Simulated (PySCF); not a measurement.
Ge(H)2 anion (GeH2), SMILES [GeH2] (connectivity only; charge and spin as stated), charge -1, multiplicity 2.

Geometry optimised at TPSSh-D3(BJ)/def2-TZVPD. The multiplicity is an assumed one; other spin states were not compared. The isomer is the one that the SMILES or the coordinates give; other isomers of the formula were not compared.

Calculation: r2SCAN/def2-TZVPD (PySCF).

The molecule is in vacuum. A positive occupied level means that this level leaves the electron formally unbound; only the finite basis holds it.

Problem. Estimate the frontier levels, dipole moment and polarisability. (The exact figures need the calculation; the answer reports its results.)

Solution. 
```
Item                                                               Result
------------------------------------------------  -----------------------
α spin, highest occupied and lowest empty level          1.71 and 5.01 eV
β spin, highest occupied and lowest empty level          0.46 and 3.76 eV
dipole moment about the centre of nuclear charge                   0.67 D
mean static polarisability                          72.7 bohr³ (10.77 Å³)
polarisability, principal values                   68.6, 72.9, 76.6 bohr³
⟨S²⟩                                              0.758 (pure state 0.75)
```
